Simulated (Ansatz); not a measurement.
Reaction (formal exchange of groups at the Si–C bond): `N[SiH2]C#C[SiH](N)O` + `CCl` → `N[SiH](O)CCl` + `C#C[SiH2]N`

Computed with Ansatz on PBE0-D4/def2-TZVP structures; ΔE is electronic, products minus reactants. CBS: MP2 limit from def2 TZ/QZ plus the TZ coupled-cluster correction, frozen cores. This one scheme is used for every species. DFT in def2-TZVPP. B3LYP here is the variant with VWN-RPA as its local correlation; programs differ in this. Each species was taken in one conformer, which may not be the lowest.

`N[SiH2]C#C[SiH](N)O`:

Cartesian coordinates in Å:
```
N 1.866 2.494 1.948
Si 0.821 1.162 2.205
C 0.248 0.309 0.681
C -0.117 -0.233 -0.344
Si -0.666 -1.034 -1.898
N -1.155 -2.594 -1.423
O -1.859 -0.184 -2.635
H 1.497 3.340 1.544
H 2.807 2.329 1.628
H 1.545 0.154 3.017
H -0.391 1.649 2.906
H 0.420 -1.006 -2.902
H -0.986 -2.929 -0.490
H -1.339 -3.337 -2.075
H -2.692 -0.120 -2.162
```

`CCl`:

```xyz
5

C    -0.059    0.131    0.025
Cl    0.653   -1.464   -0.278
H    -0.937    0.245   -0.606
H     0.680    0.893   -0.216
H    -0.337    0.195    1.074
```

`N[SiH](O)CCl`:

Z-matrix (Å, degrees):
```
Si
O 1 1.646
C 1 1.882 2 108.6
N 1 1.705 2 117.8 3 120.0
H 1 1.480 2 103.9 3 -119.2
H 2 0.960 1 116.6 3 -55.4
Cl 3 1.798 1 108.0 2 63.7
H 3 1.090 1 112.4 2 -53.9
H 3 1.090 1 113.1 2 -177.9
H 4 1.008 1 120.0 2 -80.3
H 4 1.007 1 121.2 2 67.2
```

`C#C[SiH2]N`:

Cartesian coordinates in Å:
```
C -1.407 -1.488 -1.291
C -0.560 -0.748 -0.853
Si 0.717 0.379 -0.168
N 0.428 0.929 1.428
H -2.154 -2.142 -1.680
H 0.773 1.560 -1.060
H 1.998 -0.367 -0.174
H 0.516 0.286 2.199
H -0.312 1.591 1.599
```

```csv
level,ΔE (kJ/mol)
ωB97X-V,40.3
B3LYP,47.9
MP2/def2-TZVPP,45.2
SCS-MP2/def2-TZVPP,47.0
CCSD/def2-TZVPP,43.4
CCSD(T)/def2-TZVPP,42.8
HF/def2-QZVPP,52.8
MP2/CBS(def2),44.2
```

Q: What does CCSD(T)/CBS give? (Best estimate.)

A: Computed: +41.9 kJ/mol. The listed levels differ from it by -1.6, 6.0, 3.3, 5.1, 1.5, 0.9, 10.9, 2.3 kJ/mol.

Largest T1 diagnostic among the species: 0.012.

The D4 term adds −4.3 kJ/mol with B3LYP and −2.0 kJ/mol with PBE0; it sums over pairs of atoms, weighted by their polarisabilities, and B3LYP, whose exchange is more repulsive, gets the larger term. In def2-TZVPP, CCSD(T) changes the Hartree–Fock value by −9.4 kJ/mol (the triples alone add −0.6 kJ/mol) and MP2 by −7.0 kJ/mol.
